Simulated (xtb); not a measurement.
Cl$_{3}$Ga, triplet, from a rough starting geometry (GFN-xTB shapes and energies of metal compounds can be far from the true ones) (a higher spin typed on purpose: for a closed-shell molecule this is an excited state); GFN2-xTB (xtb).

The xtb input:
```
$ xtb mol.xyz --gfn 2 --uhf 2 --opt vtight --json

# file mol.xyz
4

Ga     0.00929149     0.01479990    -0.00070967
Cl    -1.78373736    -1.14963199    -0.21863801
Cl     0.11062064     1.90125449    -0.73043844
Cl     1.63586637    -0.84878246     0.91919531
```

Task: Write the output that xtb gives for this input, abridged.

Result: 
```
   ID    Z sym.   atoms
    1   31 Ga     1
    2   17 Cl     2-4

           -------------------------------------------------
          |                Calculation Setup                |
           -------------------------------------------------

           -------------------------------------------------
          |                 G F N 2 - x T B                 |
           -------------------------------------------------

          ...................................................
          :                      SETUP                      :
          :.................................................:
          :  # basis functions                  40          :
          :  # atomic orbitals                  36          :
          :  # shells                           12          :
          :  # electrons                        24          :
          :  max. iterations                   250          :
          :  Hamiltonian                  GFN2-xTB          :
          :  restarted?                      false          :
          :  GBSA solvation                  false          :
          :  PC potential                    false          :
          :  electronic temp.          300.0000000     K    :
          :  accuracy                    1.0000000          :
          :  -> integral cutoff          0.2500000E+02      :
          :  -> integral neglect         0.1000000E-07      :
          :  -> SCF convergence          0.1000000E-05 Eh   :
          :  -> wf. convergence          0.1000000E-03 e    :
          :  Broyden damping             0.4000000          :
          :  net charge                          0          :
          :  unpaired electrons                  2          :
          ...................................................

 iter      E             dE          RMSdq      gap      omega  full diag
   1    -14.8900924 -0.148901E+02  0.613E+00    3.54       0.0  T
   2    -14.8855275  0.456486E-02  0.390E+00    3.64       1.0  T
   3    -14.8498041  0.357234E-01  0.565E+00    3.86       1.0  T
   4    -14.8603938 -0.105896E-01  0.463E+00    3.98       1.0  T
   5    -14.8733025 -0.129088E-01  0.350E+00    4.01       1.0  T
   6    -14.8890797 -0.157772E-01  0.175E+00    4.04       1.0  T
   7    -14.8889836  0.961561E-04  0.172E+00    4.04       1.0  T
   8    -14.8858559  0.312771E-02  0.205E+00    4.05       1.0  T
   9    -14.8879826 -0.212679E-02  0.172E+00    4.06       1.0  T
  10    -14.8915205 -0.353786E-02  0.734E-01    4.06       1.0  T
  11    -14.8921584 -0.637913E-03  0.254E-01    4.06       1.0  T
  12    -14.8922432 -0.847926E-04  0.933E-02    4.06       1.0  T
  13    -14.8922532 -0.997793E-05  0.335E-02    4.06       1.5  T
  14    -14.8922466  0.658182E-05  0.802E-02    4.06       1.0  T
  15    -14.8922528 -0.624108E-05  0.271E-02    4.06       1.8  T
  16    -14.8922535 -0.636857E-06  0.444E-03    4.06      11.3  T
  17    -14.8922535  0.207942E-07  0.578E-03    4.06       8.6  T
  18    -14.8922535 -0.139772E-07  0.599E-03    4.06       8.3  T
  19    -14.8922534  0.836414E-07  0.861E-03    4.06       5.8  T
  20    -14.8922535 -0.899159E-07  0.260E-03    4.06      19.2  T
  21    -14.8922535 -0.948340E-08  0.590E-04    4.06      84.7  T
  22    -14.8922535 -0.414774E-09  0.257E-04    4.06     194.4  T

   *** convergence criteria satisfied after 22 iterations ***

 transition dipole moment (au) for excitation:          12          13
     X       Y       Z
  -0.0133   0.0030  -0.0061  total (au/Debye):    0.015   0.038
 dE (eV)             :    4.700
 oscillator strength :  0.36061E-04

         :::::::::::::::::::::::::::::::::::::::::::::::::::::
         ::                     SUMMARY                     ::
         :::::::::::::::::::::::::::::::::::::::::::::::::::::
         :: total energy             -14.878015140993 Eh    ::
         :: gradient norm              0.094157549327 Eh/a0 ::
         :: HOMO-LUMO gap              4.058643758619 eV    ::
[...]
 * total energy  :   -14.9218351 Eh     change       -0.9823338E-04 Eh
 * total energy  :   -14.9220335 Eh     change       -0.1983913E-03 Eh
 * total energy  :   -14.9222654 Eh     change       -0.2318482E-03 Eh
 * total energy  :   -14.9227118 Eh     change       -0.4464384E-03 Eh
 * total energy  :   -14.9233529 Eh     change       -0.6410873E-03 Eh
 * total energy  :   -14.9199982 Eh     change        0.3354715E-02 Eh
 * total energy  :   -14.9239276 Eh     change       -0.3929464E-02 Eh
 * total energy  :   -14.9238269 Eh     change        0.1007841E-03 Eh
 * total energy  :   -14.9242118 Eh     change       -0.3849819E-03 Eh
 * total energy  :   -14.9242175 Eh     change       -0.5659676E-05 Eh
 * total energy  :   -14.9242179 Eh     change       -0.4161861E-06 Eh
 * total energy  :   -14.9242180 Eh     change       -0.8276063E-07 Eh
   *** GEOMETRY OPTIMIZATION CONVERGED AFTER 21 ITERATIONS ***
         :: total energy             -14.924217993208 Eh    ::
[...]
         2        2.0000           -1.0838896             -29.4941
         3        2.0000           -1.0678100             -29.0566
         4        2.0000           -0.5610105             -15.2659
         5        2.0000           -0.4979272             -13.5493
         6        2.0000           -0.4802829             -13.0692
         7        2.0000           -0.4717656             -12.8374
         8        2.0000           -0.4706639             -12.8074
         9        2.0000           -0.4642809             -12.6337
        10        2.0000           -0.4514069             -12.2834
        11        1.9999           -0.4510166             -12.2728
        12        1.0001           -0.4332406             -11.7891
        13        1.0000           -0.3794528             -10.3254 (HOMO)
        14                         -0.1516841              -4.1275 (LUMO)
        15                         -0.0889158              -2.4195
        16                         -0.0801995              -2.1823
        17                         -0.0212664              -0.5787
        18                         -0.0182737              -0.4973
        19                         -0.0179756              -0.4891
        20                         -0.0170354              -0.4636
        21                         -0.0164452              -0.4475
        22                         -0.0158929              -0.4325
        23                         -0.0137772              -0.3749
        24                         -0.0121358              -0.3302
       ...                                ...                  ...
        36                          1.2041650              32.7670
      -------------------------------------------------------------
                  HL-Gap            0.2277686 Eh            6.1979 eV
             Fermi-level           -0.3537277 Eh           -9.6254 eV

     #   Z          covCN         q      C6AA      α(0)
     1  31 Ga       2.302     0.128   215.494    32.920
     2  17 Cl       0.789    -0.100   102.134    15.460
     3  17 Cl       1.156    -0.014    99.643    15.272
     4  17 Cl       1.156    -0.014    99.650    15.272

 Mol. C6AA /au·bohr⁶  :       1956.946977
 Mol. C8AA /au·bohr⁸  :     119291.646219
 Mol. α(0) /au        :         78.924118

Wiberg/Mayer (AO) data.
largest (>0.10) Wiberg bond orders for each atom

 ---------------------------------------------------------------------------
     #   Z sym  total        # sym  WBO       # sym  WBO       # sym  WBO
 ---------------------------------------------------------------------------
     1  31 Ga   2.742 --     2 Cl   1.233     3 Cl   0.755     4 Cl   0.754
     2  17 Cl   1.397 --     1 Ga   1.233
     3  17 Cl   1.304 --     1 Ga   0.755     4 Cl   0.467
     4  17 Cl   1.303 --     1 Ga   0.754     3 Cl   0.467
 ---------------------------------------------------------------------------

Topologies differ in total number of bonds
Writing topology from bond orders to xtbtopo.mol

molecular dipole:
                 x           y           z       tot (Debye)
 q only:        0.146       0.232       0.250
   full:       -0.082       0.201       0.409       1.176
molecular quadrupole (traceless):
                xx          xy          yy          xz          yz          zz
 q only:       -0.856      -1.312      -0.188      -0.755      -0.212       1.044
  q+dip:       -1.297      -1.517      -0.493      -1.165       0.302       1.790
   full:       -2.419      -3.167       0.129      -0.980      -0.513       2.290

optimized geometry written to: xtbopt.xyz

           -------------------------------------------------
          | TOTAL ENERGY              -14.924217993208 Eh   |
          | GRADIENT NORM               0.000046958245 Eh/α |
          | HOMO-LUMO GAP               6.197900098152 eV   |
           -------------------------------------------------

normal termination of xtb
```
